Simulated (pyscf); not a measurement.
**HO–Nb(Cl)(Cl)(Cl)–Cl (SMILES [OH][Nb]([Cl])([Cl])([Cl])[Cl]), singlet**

Gas-phase minimum from PySCF at ωB97X-D3(BJ)/def2-SVP, one conformer. 

SMILES: [OH][Nb]([Cl])([Cl])([Cl])[Cl]
```xyz
7

O      1.1341    -0.6087     0.8534
Nb    -0.0336     0.5882     0.0892
Cl    -1.5087     2.1010    -0.8748
Cl    -0.2535    -0.7437    -1.7459
Cl    -1.4702     0.3580     1.8426
Cl     1.5586     2.2172     0.1266
H      1.7443    -1.2348     1.2546
```
Charge 0, spin multiplicity 1.

Bonds (Å): O1–Nb2 1.839, O1–H7 0.962, Nb2–Cl3 2.322, Nb2–Cl4 2.278, Nb2–Cl5 2.278, Nb2–Cl6 2.278. Angles (°): Nb2–O1–H7 179.9, O1–Nb2–Cl3 180.0, O1–Nb2–Cl4 90.9, O1–Nb2–Cl5 90.8, O1–Nb2–Cl6 90.8, Cl3–Nb2–Cl4 89.1, Cl3–Nb2–Cl5 89.1, Cl3–Nb2–Cl6 89.1, Cl4–Nb2–Cl5 120.0, Cl4–Nb2–Cl6 119.9, Cl5–Nb2–Cl6 120.0.

Properties at ωB97X-D3(BJ)/def2-SVP:

```json
{
 "harmonic_wavenumbers_unscaled": "39, 39, 125, 126, 187, 196, 196, 356, 406, 406, 414, 471, 472, 790, 3960 cm⁻¹",
 "zero_point_energy": "11.7 kcal/mol",
 "rotational_symmetry_number": "3",
 "Entropy of this conformer at 298 K and 1 atm, rigid rotor and harmonic oscillator, modes under 100 cm⁻¹ raised to 100": "400.5 J/(mol K)",
 "dipole_moment": "3.88 D"
}
```

Single-point totals, which compare only within one level:

| level | total energy (hartree) |
|---|---|
| ωB97X-D3(BJ)/def2-TZVP | -1974.03820 |
| PBE/def2-TZVP | -1973.18914 |
| r²SCAN/def2-TZVP | -1973.87225 |
| B3LYP-D3(BJ)/def2-TZVP | -1974.07764 |
| PBE0-D3(BJ)/def2-TZVP | -1973.29204 |
| M06-2X/def2-TZVP | -1973.77071 |
| ωB97M-D3(BJ)/def2-TZVP | -1974.14039 |

The lowest mode is so soft that the shape along it may change with the basis. Soft torsions are taken as harmonic, which can shift the entropy by several J/(mol K). Elements past Kr carry the def2 core potentials, without spin-orbit coupling.
